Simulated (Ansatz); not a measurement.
Reaction (formal exchange of groups at a C–C bond): `C[Se]CC=N` + CH₄ → `CC[Se]C` + `C=N`

Program: Ansatz. Geometries: PBE0-D4/def2-TZVP. ΔE: electronic, gas phase. CBS: MP2 limit from def2 TZ/QZ plus the TZ coupled-cluster correction, frozen cores. This one scheme is used for every species. For Se outer-core shells are correlated without core-valence functions, which leaves a few kJ/mol of doubt a bond. Scalar relativity is left out up to krypton. Each species was taken in one conformer, which may not be the lowest.

```
    species  CCSD(T)/CBS(def2) energy (Eh)
`C[Se]CC=N`                    -2573.75395
        CH₄                      -40.46206
  `CC[Se]C`                    -2519.67925
      `C=N`                      -94.52360
```

(1) Work out ΔE.

Largest T1 diagnostic among the species: 0.012.

## Answers

(1) ΔE = (-2519.67925) + (-94.52360) − (-2573.75395) − (-40.46206) = 0.01316 Eh = +34.6 kJ/mol.

In def2-TZVPP, CCSD(T) changes the Hartree–Fock value by +12.0 kJ/mol (the triples alone add +3.0 kJ/mol) and MP2 by +15.9 kJ/mol. The D4 term adds +5.4 kJ/mol with B3LYP and +3.1 kJ/mol with PBE0; it sums over pairs of atoms, weighted by their polarisabilities, and B3LYP, whose exchange is more repulsive, gets the larger term.

B3LYP here is the variant with VWN-RPA as its local correlation; programs differ in this.
